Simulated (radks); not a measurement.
Initial-state core-level shifts of the thulium ion Tm3+ when its valence configuration changes from [Xe] 4f12. Method: scalar-relativistic Kohn-Sham, r2SCAN, spin-unpolarised, spherical densities, finite nucleus; meta-GGA in the generalised Kohn-Sham scheme; Fermi nuclear charge, rms radius 5.2256 fm; computed with a radial shooting solver on a logarithmic mesh with Libxc functionals. Shifts are changes of the shell-averaged eigenvalues in eV (positive: less bound); the change of the density at the nucleus, which sets a Mossbauer isomer shift, is in e/bohr^3, on a base of 1.002e+06.

\begin{tabular}{lrrrrr}
valence & 2p & 4s & 4p & 5s & density at nucleus \\ \hline
4f11 6s1 & -12.275 & -12.717 & -12.500 & -7.723 & +137.0 \\
4f11 6p1 & -13.574 & -14.012 & -13.796 & -9.011 & +55.7 \\
4f10.5 5d0.5 6p1 & -18.321 & -18.993 & -18.642 & -11.249 & +80.0 \\
4f9 6s2 6p1 & -41.741 & -42.574 & -41.749 & -24.855 & +393.3 \\
4f9 5d1 6s1 6p1 & -37.652 & -38.676 & -37.850 & -21.407 & +270.9 \\
4f10 6s1 6p1 & -27.074 & -27.811 & -27.319 & -16.869 & +208.9 \\
4f11 5d1 & -8.706 & -9.244 & -9.018 & -4.389 & +44.0 \\
4f8 5d1 6s1 6p2 & -54.368 & -55.299 & -54.088 & -30.623 & +358.2 \\
4f10 5d2 & -18.213 & -19.198 & -18.696 & -8.787 & +93.5 \\
\end{tabular}
